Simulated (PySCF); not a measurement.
# Electron correlation in As (arsenic, neutral)

[Ar] 3d10 4s2 4p3, high-spin 4S determinant. All numbers are calculated (PySCF 2.14, no relativity, point nucleus, in def2-TZVPPD (7s5p5d1f, 54 functions)). Frozen: [Ar] 3d10; 5 electrons correlated.

| level | correlation energy (mhartree) |
| --- | --- |
| CCSD | -85.99 |
| (T) | -2.89 |
| CCSD(T) | -88.88 |

Diagnostics: T1 = 0.0035, D1 = 0.0079, largest double amplitude 0.044.

Cost of the coupled-cluster step: roughly 0.5 core-seconds, for 5 correlated electrons.
